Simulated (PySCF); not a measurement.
Species: B9H9Sb (charge -1).
Cartesian coordinates in Å at the PBE0-D3(BJ)/def2-SVP level; atoms count from 1:
```xyz
19
B9H9Sb angstrom
B      0.1437    0.6784   -1.2069
Sb    -0.3657    1.3004    1.9025
B      1.2784    0.9005    0.1895
B      1.0451   -0.7214   -0.5365
B     -0.7587   -0.8222   -0.8128
B      0.8403   -0.6092    1.2501
B     -0.0871    1.9936   -0.1768
B     -1.1107   -0.7176    0.9507
B      0.0451   -1.7998    0.3361
B     -1.3730    0.7526   -0.2145
H      0.3043    0.9989   -2.3616
H      2.3954    1.3532    0.2801
H      1.9951   -1.1392   -1.1608
H     -1.4251   -1.3279   -1.6873
H      1.5426   -0.9475    2.1756
H     -0.1083    3.1642   -0.4597
H     -2.0135   -1.1472    1.6323
H      0.0973   -2.9982    0.4536
H     -2.5079    1.0817   -0.4692
```

Level of theory: PBE0-D3(BJ)/def2-SVP geometry optimisation, gas phase, def2 core potentials past Kr (PySCF 2.14.0).

Take the most abundant isotopes and a rigid rotor. 

Problem. Give the principal moments of inertia and the rotational constants in MHz.

Solution. Ia = 255.71, Ib = 503.25, Ic = 549.67 u·Å²; 505379 MHz·u·Å²/I gives A = 1976, B = 1004, C = 919.4 MHz.

Problem. What kind of rotor is it?

Solution. An asymmetric top. Ray's parameter κ = (2B − A − C)/(A − C) = -0.840; −1 is the prolate and +1 the oblate limit.

Problem. What does the inertial defect say?

Solution. Not planar: Δ = Ic − Ia − Ib = -209.29 u·Å². For a rigid frame Δ = −2 Σ m c², so Σ m c² = 104.64 u·Å² lies off the ab plane: 25.03 from hydrogen and 79.61 from heavier atoms. The atom farthest from that plane is 2.48 Å away.

Problem. Give the other two planar moments, Paa and Pbb, and the rms extents of the mass along the axes.

Solution. Paa = Σ m a² = (Ib + Ic − Ia)/2 = 398.60 and Pbb = Σ m b² = (Ia + Ic − Ib)/2 = 151.07 u·Å². With the mass M = 229.06 u, the rms extents √(P/M) along a, b and c are 1.32, 0.81, 0.68 Å.

Problem. Predict some low-J microwave lines.

Solution. The dipole components (about the centre of mass, as the species is charged) are |μa| = 6.86 D, |μb| = 0.54 D, |μc| = 0.00 D; the mirror of this Cs structure is the ab plane, so μc vanishes by symmetry and there are no c-type lines. The squared components, which scale the intensities, stand as 1.00 : 0.01 (a : b). Some lines, for components of 0.1 D or more:

| type | branch | J(Ka,Kc) | MHz | lower level (cm⁻¹) |
| --- | --- | --- | --- | --- |
| a | Q | 3(1,2) ← 3(1,3) | 509 | 0.410 |
| b | Q | 2(1,1) ← 2(0,2) | 1147 | 0.192 |
| b | Q | 3(1,2) ← 3(0,3) | 1292 | 0.384 |
| a | R | 1(0,1) ← 0(0,0) | 1924 | 0.000 |
| b | Q | 3(2,1) ← 3(1,2) | 2819 | 0.427 |
| b | R | 2(0,2) ← 1(1,1) | 2870 | 0.097 |
| b | R | 1(1,1) ← 0(0,0) | 2896 | 0.000 |
| b | R | 3(1,2) ← 2(2,1) | 2978 | 0.328 |
| b | Q | 2(2,1) ← 2(1,2) | 3171 | 0.222 |
| a | R | 2(1,2) ← 1(1,1) | 3763 | 0.097 |
| a | R | 2(0,2) ← 1(0,1) | 3842 | 0.064 |
| a | R | 2(1,1) ← 1(1,0) | 3932 | 0.099 |
| b | R | 2(1,2) ← 1(0,1) | 4735 | 0.064 |
| b | R | 3(0,3) ← 2(1,2) | 4857 | 0.222 |
| a | R | 3(0,3) ← 2(0,2) | 5750 | 0.192 |
| a | R | 3(2,2) ← 2(2,1) | 5771 | 0.328 |
| a | R | 3(2,1) ← 2(2,0) | 5792 | 0.328 |
| a | R | 3(1,2) ← 2(1,1) | 5895 | 0.231 |
| b | R | 3(1,3) ← 2(0,2) | 6533 | 0.192 |
| b | R | 2(2,1) ← 1(1,0) | 6849 | 0.099 |
| b | R | 2(2,0) ← 1(1,1) | 6939 | 0.097 |
| b | R | 3(2,2) ← 2(1,1) | 8687 | 0.231 |
| b | R | 3(2,1) ← 2(1,2) | 8968 | 0.222 |
| b | R | 3(3,1) ← 2(2,0) | 10842 | 0.328 |
| b | R | 3(3,0) ← 2(2,1) | 10847 | 0.328 |

Problem. Estimate the classical rotational partition function at 10 K, 100 K and 500 K.

Solution. Point group Cs, symmetry number σ = 1; q = (√π/σ)·√((kT/h)³/(ABC)), k/h = 20836.6 MHz/K: 3950 at 10 K, 125000 at 100 K, 1400000 at 500 K.

Not checked by PBE0-D3(BJ)/def2-SVP frequencies. Constants of a rigid frame at the computed geometry: no zero-point averaging, no centrifugal distortion. Quadrupole hyperfine structure (11B) is left out.

The run took 4.8 min on Arm Neoverse V1, one thread, shared host, and the process peaked at 1.0 GiB of memory. That covers the optimisation of the geometry.
